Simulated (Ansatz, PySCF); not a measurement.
Al(F)(OMe)(NH2) (CH5AlFNO), SMILES [NH2][Al]([O]C)[F]. Atoms are numbered in the order given.

```xyz
10

Al     0.0082     0.3560     0.2696
F     -1.5924     0.4957    -0.1658
O      1.0414    -0.6670    -0.5822
C      1.0236    -1.5501    -1.6624
H      1.3247    -2.5639    -1.3406
H      0.0265    -1.6309    -2.1357
H      1.7385    -1.2264    -2.4409
N      0.6115     1.2883     1.6297
H      0.0563     1.9239     2.1917
H      1.5682     1.2669     1.9656
```
Charge 0, spin multiplicity 1.

The structure is a stationary point at r2SCAN-D4/def2-SVP. The structure was generated by enumeration; whether it is a known compound was not checked. Other conformers were not sampled.

Two levels are set side by side: PBE-D3(BJ)/def2-SVP (Ansatz, a program for electronic structure) and r2SCAN-D4/def2-SVP (Ansatz). Each level has its own optimised geometry; the coordinates shown are those of the second. Frequencies come from the Hessian of PySCF at each geometry. Differences are taken from unrounded values.

```tsv
quantity	r2SCAN-D4
mean bond length (Å)	1.316
bond Al1–F2 (Å)	1.665
bond Al1–O3 (Å)	1.685
bond Al1–N8 (Å)	1.756
bond O3–C4 (Å)	1.395
bond C4–H5 (Å)	1.105
bond C4–H6 (Å)	1.107
bond C4–H7 (Å)	1.105
bond N8–H9 (Å)	1.014
bond N8–H10 (Å)	1.014
highest harmonic wavenumber (cm⁻¹)	3696
mean harmonic wavenumber (cm⁻¹)	1282
zero-point energy (kcal/mol)	43.99
```

What does PBE-D3(BJ) give, and how far is it from r2SCAN-D4? (Estimate from the structure and the level; the computed values follow.)


```json
[
 {"quantity": "mean bond length (Å)", "PBE-D3(BJ)": "1.326", "PBE-D3(BJ) minus r2SCAN-D4": "0.009"},
 {"quantity": "bond Al1–F2 (Å)", "PBE-D3(BJ)": "1.677", "PBE-D3(BJ) minus r2SCAN-D4": "0.013"},
 {"quantity": "bond Al1–O3 (Å)", "PBE-D3(BJ)": "1.702", "PBE-D3(BJ) minus r2SCAN-D4": "0.017"},
 {"quantity": "bond Al1–N8 (Å)", "PBE-D3(BJ)": "1.766", "PBE-D3(BJ) minus r2SCAN-D4": "0.010"},
 {"quantity": "bond O3–C4 (Å)", "PBE-D3(BJ)": "1.401", "PBE-D3(BJ) minus r2SCAN-D4": "0.006"},
 {"quantity": "bond C4–H5 (Å)", "PBE-D3(BJ)": "1.114", "PBE-D3(BJ) minus r2SCAN-D4": "0.009"},
 {"quantity": "bond C4–H6 (Å)", "PBE-D3(BJ)": "1.115", "PBE-D3(BJ) minus r2SCAN-D4": "0.008"},
 {"quantity": "bond C4–H7 (Å)", "PBE-D3(BJ)": "1.114", "PBE-D3(BJ) minus r2SCAN-D4": "0.009"},
 {"quantity": "bond N8–H9 (Å)", "PBE-D3(BJ)": "1.021", "PBE-D3(BJ) minus r2SCAN-D4": "0.007"},
 {"quantity": "bond N8–H10 (Å)", "PBE-D3(BJ)": "1.021", "PBE-D3(BJ) minus r2SCAN-D4": "0.007"},
 {"quantity": "highest harmonic wavenumber (cm⁻¹)", "PBE-D3(BJ)": "3617", "PBE-D3(BJ) minus r2SCAN-D4": "-79"},
 {"quantity": "mean harmonic wavenumber (cm⁻¹)", "PBE-D3(BJ)": "1246", "PBE-D3(BJ) minus r2SCAN-D4": "-36"},
 {"quantity": "zero-point energy (kcal/mol)", "PBE-D3(BJ)": "42.75", "PBE-D3(BJ) minus r2SCAN-D4": "-1.24"}
]
```
